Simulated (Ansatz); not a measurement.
BH4P (SMILES BP) moved off its minimum; all values from Ansatz (a first-principles code), cores frozen in correlated methods.
(charge 0, multiplicity 1)
```xyz
6

B      0.05197    -0.44656    -1.22228
H     -0.66915    -0.02237    -2.03172
H      0.83069    -1.29547    -1.49866
P     -0.12396     0.08279     0.54339
H     -0.41491     1.49789     0.51628
H      1.25333     0.16054     1.05208
```

### Question
Give the forces (eV/Å), the total energy and the dipole at CCSD(T)/aug-cc-pV(T+d)Z.

### Answer

```json
[
 {"atom": "B1", "Fx": "0.520", "Fy": "-0.006", "Fz": "0.088"},
 {"atom": "H2", "Fx": "-0.512", "Fy": "0.188", "Fz": "-0.454"},
 {"atom": "H3", "Fx": "0.063", "Fy": "-0.179", "Fz": "0.008"},
 {"atom": "P4", "Fx": "0.946", "Fy": "0.915", "Fz": "0.875"},
 {"atom": "H5", "Fx": "0.085", "Fy": "-0.758", "Fz": "-0.089"},
 {"atom": "H6", "Fx": "-1.102", "Fy": "-0.160", "Fz": "-0.427"}
]
```
Energy -368.0678 hartree, dipole 0.63 D.
